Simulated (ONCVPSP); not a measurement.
# In (Z = 49): one change to an ONCV potential, before and after

```json
{
  "Element": "In",
  "Generator": "ONCVPSP 4.0.1",
  "Type": "optimised norm-conserving Vanderbilt (ONCV)",
  "Functional": "PBE",
  "Relativity": "fully relativistic",
  "Frozen core": "[Ar] 3d10",
  "Valence charge": "21",
  "Reference configuration": "4s2 4p6 4d10 5s2 5p1",
  "Partial waves": "4s+5s: rc 1.20 bohr, ncon 4, nbas 7, qcut 9.4 1/bohr, 2 projectors; 4p+5p: rc 1.40 bohr, ncon 4, nbas 8, qcut 11.9 1/bohr, 2 projectors; 4d: rc 1.45 bohr, ncon 4, nbas 9, qcut 11.4 1/bohr, 3 projectors, debl 1.9 Ha",
  "Local potential": "polynomial inside 0.95 bohr (lpopt 3, dvloc0 4 Ha)",
  "Core correction": "none"
}
```

Open shells are filled in proportion to 2j + 1.

Change: p: qcut 13.3.

Cutoffs: the cutoffs (Ha) at which the residual kinetic energy of the hardest occupied pseudo-wave falls to 1 and 0.1 mHa per electron; they do not see the model core or the augmentation charge, which bear on the density cutoff. Errors are all-electron minus pseudo energies relative to the spin-unpolarised reference configuration.

Question: Predict the effect on cutoff, ghosts and configuration errors.

Answer: The potential gets harder (41 Ha and 48 Ha → 49 Ha and 60 Ha); the errors of the 3 common tests hardly move; neither file shows a bound ghost. The waves are optimised to have the least kinetic energy above qcut, so the cutoff follows it (qcut²/2 in Ha).

| quantity | base | changed |
| --- | --- | --- |
| cutoff, loose | 41 Ha | 49 Ha |
| cutoff, tight | 48 Ha | 60 Ha |
| loose cutoff by channel | s 37 Ha, p 37 Ha, d 41 Ha | s 37 Ha, p 49 Ha, d 41 Ha |
| bound ghosts | none | none |
| GHOST(+) flags under 300 eV | none | none |
| tests with a reliable result | 3 of 4 | 3 of 4 |
| error for 4s2 4p6 4d10 5s2 5p0, meV [ΔE 5.37 eV] | +0.2 | +0.2 |
| error for 4s2 4p6 4d10 5s1 5p0, meV [ΔE 24.61 eV] | +0.7 | +0.8 |
| error for 4s2 4p6 4d10 5s2 5p0.5, meV [ΔE 1.95 eV] | +0.1 | +0.1 |
| s: phases at 1.22 bohr within 0.05 rad from the reference energy up to (Ha; the scan ends near 5) | to the end of the scan | to the end of the scan |
| p3/2: phases at 1.42 bohr within 0.05 rad from the reference energy up to (Ha; the scan ends near 5) | to the end of the scan | to the end of the scan |
| p1/2: phases at 1.42 bohr within 0.05 rad from the reference energy up to (Ha; the scan ends near 5) | to the end of the scan | to the end of the scan |
| d5/2: phases at 1.47 bohr within 0.05 rad from the reference energy up to (Ha; the scan ends near 5) | to the end of the scan | to the end of the scan |
| d3/2: phases at 1.47 bohr within 0.05 rad from the reference energy up to (Ha; the scan ends near 5) | to the end of the scan | to the end of the scan |
